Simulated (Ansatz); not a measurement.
A structure relaxed at PBE-D4/def2-SVP in Ansatz, charge 1, singlet:

```xyz
9

Co    0.162    0.448   -1.691
Co   -1.572   -0.732   -0.296
Co   -0.425    1.202    0.486
Co    1.734    0.277    0.114
Co   -0.001   -0.907    1.505
O     1.598   -1.140    1.020
O    -1.539    0.019    1.343
O    -0.888   -0.865   -1.832
O     0.932    1.700   -0.648
```

(1) Give its formula and point group.

(2) Summarise the bond lengths by kind (pairs closer than 1.2 times the sum of covalent radii, bridged metal pairs left out).

Answers

(1) Co5O4⁺. Point group C2v (tolerance 0.1 Å).

(2) 10 × Co–O 1.69 to 1.84 Å.

The restricted singlet is unstable towards broken spin symmetry in Hartree–Fock (as tested in another run); at PBE-D4/def2-SVP this wasn't settled. An occupied level of the charge 1 singlet lies above an empty one (by up to 0.09 eV), so this SCF solution is probably not the lowest. The relaxation made no stability test and no search for a lower SCF solution. At PBE-D4/def2-SVP a triplet of charge 1 lies 1.51 eV below the restricted singlet, each at its own geometry. The structure comes from a short search, and lower isomers may exist.
